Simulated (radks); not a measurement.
Q: Calculated with a radial shooting solver on a logarithmic mesh with Libxc functionals: scalar-relativistic Kohn-Sham, LB94 model potential, spin-polarised, spherical densities, finite nucleus; open shells are filled with parallel spins first (spin-orbit coupling, left out, can overturn this in heavy ions); Fermi nuclear charge, rms radius of each element as measured or else 0.836 A^(1/3) + 0.57 fm. Response by self-consistent Sternheimer equations with the Hartree and adiabatic LDA kernel, the relativistic mass of each level held fixed and spin-orbit coupling left out. For heavy and open-shell atoms this level of theory can miss by tens of per cent. Rank Tc, Ba2+, Au, Fe, Cs+, Ba, Rh (NIST ground configurations) by static dipole polarisability, largest first.

A: Ba 188.9, Tc 61.00, Fe 45.83, Rh 39.89, Au 27.84, Cs+ 15.98, Ba2+ 10.74 bohr^3.
